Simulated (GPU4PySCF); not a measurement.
Computed shifts of a molecule C9H14O3Si, PBE/pcSseg-1 in GPU4PySCF, GIAO, gas phase, equivalent atoms averaged, in ppm (number of nuclei): ¹³C: 141.1 (1), 138.0 (1), 134.3 (1), 132.2 (1), 131.8 (2), 54.1 (3). ²⁹Si: -48.1 (1). ¹H: 7.93 (1), 7.70 (1), 7.50 (2), 7.49 (1), 4.00 (3), 3.57 (6). References: ¹³C against TMS (σ = 182.0 ppm); ¹⁷O against H2O (σ = 334.3 ppm); ²⁹Si against TMS (σ = 335.4 ppm); ¹H against TMS (σ = 31.49 ppm), references at their B3LYP-D3(BJ)/def2-TZVP geometries, non-relativistic (references run with PySCF on processors). Geometry: ωB97X-D3(BJ)/def2-TZVP. The values are those of a single conformer.

Q: Pick the molecule that these values belong to.
(A) CO[Si](OC)(OC)c1ccccc1
(B) C#C/C=C/C(=C)[Si](OC)(OC)OC
(C) COC(=O)c1cocc1[Si](C)(C)C
(D) COC(=O)c1ccoc1[Si](C)(C)C

A: A, CO[Si](OC)(OC)c1ccccc1
